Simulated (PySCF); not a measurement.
C3HBr2Cl, SMILES C(=C(Br)Br)=CCl.

Geometry: PBE0-D3(BJ)/def2-SVP. This is a generated structure with no PubChem entry under its InChIKey; it may be hypothetical.

Method: PBE/def2-TZVP run with PySCF.

Question: Estimate the frontier levels, gap, dipole moment and polarisability. (An estimate is asked for; the answer gives what the named calculation found.)

Answer: 
| Quantity | Value |
|---|---|
| highest occupied level | -6.46 eV |
| lowest empty level | -2.51 eV |
| orbital gap | 3.95 eV |
| dipole moment | 0.96 D |
| quadrupole, principal values (traceless, Buckingham form, about the centre of nuclear charge) | -4.15, -0.16, 4.31 D·Å |
| mean static polarisability | 98.6 bohr³ (14.61 Å³) |
| polarisability, principal values | 61.1, 89.3, 145.5 bohr³ |
